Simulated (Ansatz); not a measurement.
Molecule: BH, charge 0, multiplicity 1. SMILES: [BH]
Coordinates optimised at B3LYP-D3(BJ)/def2-TZVP (Ansatz, an electronic-structure program):
```
B
H 1 1.2331
```

Wanted: atomisation energy, in kcal/mol. Set-up: non-relativistic; UHF or UKS for open shells; spin-orbit terms left out; 6-31G* and kin with 6d, 5d where marked; atomisation electronic, to ground-state atoms. First-principles rows: single points at B3LYP-D3(BJ) geometries (Ansatz).

```csv
species,coefficient,"E at B3LYP/6-31G* (Ansatz), Eh","E at wB97M-V/def2-TZVPD (Ansatz), Eh"
[BH] (BH),-1,-25.28784,-25.27969
B atom,+1,-24.65435,-24.64968
H atom,+1,-0.50027,-0.49411
```

 1 Eh = 627.5095 kcal/mol.

Work the quantity out at each level.


- B3LYP/6-31G*: the sum of coefficient times E is 0.13322 Eh, or 83.60 kcal/mol. Result: 83.6 kcal/mol.
- wB97M-V/def2-TZVPD: the sum of coefficient times E is 0.13590 Eh, or 85.28 kcal/mol. Result: 85.3 kcal/mol.
